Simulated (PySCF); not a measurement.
Sn(Cl)(Me)(OH)2 (CH₅ClO₂Sn), SMILES [OH][Sn]([CH3])([OH])[Cl]. Atoms are numbered in the order given.

```xyz
10

C      2.1778    -0.1650    -0.4803
Sn     0.0909     0.0737    -0.2202
O     -0.9964    -0.9810    -1.4888
O     -0.3518     1.9817    -0.4290
Cl    -0.6713    -0.6329     1.8964
H      2.3511    -0.7690    -1.3806
H      2.6304     0.8286    -0.5935
H      2.5893    -0.6728     0.4012
H     -1.6849    -1.4765    -1.0283
H     -1.3013     2.1494    -0.4038
```

Coordinates come from a PBE0-D3(BJ)/def2-SVP optimisation. The structure was generated by enumeration; whether it is a known compound was not checked. The def2 effective core potentials stand for the cores of Sn; spin–orbit coupling is left out. Other conformers were not sampled.

These are IEF-PCM-PBE0/def2-SVP run with PySCF 2.14.0 values and carry that method's errors.

The values are the electrostatic part of the solvation free energy, E(continuum) − E(gas) at the gas-phase geometry, in a cavity of scaled van der Waals radii (PySCF's table); cavitation and dispersion terms are not included. A continuum can't describe solvent molecules that bind to the metal. In vacuum the orbital gap is 7.46 eV. The dipole moment in vacuum is 1.02 D.

| solvent | ε | ΔG(elec) (kcal/mol) | dipole (D) | gap (eV) |
|---|---|---|---|---|
| water | 78.36 | ? | ? | ? |
| n-hexane | 1.88 | -3.4 | 1.15 | 7.50 |
| benzene | 2.27 | -4.2 | 1.17 | 7.50 |

Task: What belongs in the gaps? (The exact figures need the calculation; the answer reports its results.)

Result: 
- water, ΔG(elec) (kcal/mol): -9.2
- water, dipole (D): 1.30
- water, gap (eV): 7.55
